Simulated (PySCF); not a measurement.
Isomers of C6H12ClFO, from PySCF, PBE0-D3(BJ)/def2-SVP geometry optimisation, gas phase. One conformer each, no zero-point energy, no frequencies.

Question: Which isomer lies lower at this level?
A. `[CH3:1][CH:2]([CH3:3])[O:4][C@@H:5]([CH3:6])[C@H:7]([F:8])[Cl:9]` with C1–C2–O4–C5 158°, C2–O4–C5–C6 130°, O4–C5–C7–F8 -176°: A = 1806, B = 937.6, C = 690.1 MHz, dipole 1.68 D
B. `[CH3:1][O:2][C@:3]([CH3:4])([CH2:5][F:6])[CH2:7][CH2:8][Cl:9]` with C1–O2–C3–C4 58°, O2–C3–C5–F6 77°, O2–C3–C7–C8 -54°, C3–C7–C8–Cl9 177°: A = 2611, B = 614.2, C = 569.1 MHz, dipole 1.65 D

Answer: A. That is `CC(C)O[C@@H](C)[C@H](F)Cl`, 8.0 kcal/mol below the other.

```csv
SMILES,mapped SMILES,E (Eh),relative (kcal/mol),relative (kJ/mol),dipole (D)
CC(C)O[C@@H](C)[C@H](F)Cl,[CH3:1][CH:2]([CH3:3])[O:4][C@@H:5]([CH3:6])[C@H:7]([F:8])[Cl:9],-870.08589,0.0,0.0,1.68
CO[C@](C)(CF)CCCl,[CH3:1][O:2][C@:3]([CH3:4])([CH2:5][F:6])[CH2:7][CH2:8][Cl:9],-870.07312,8.0,33.5,1.65
```
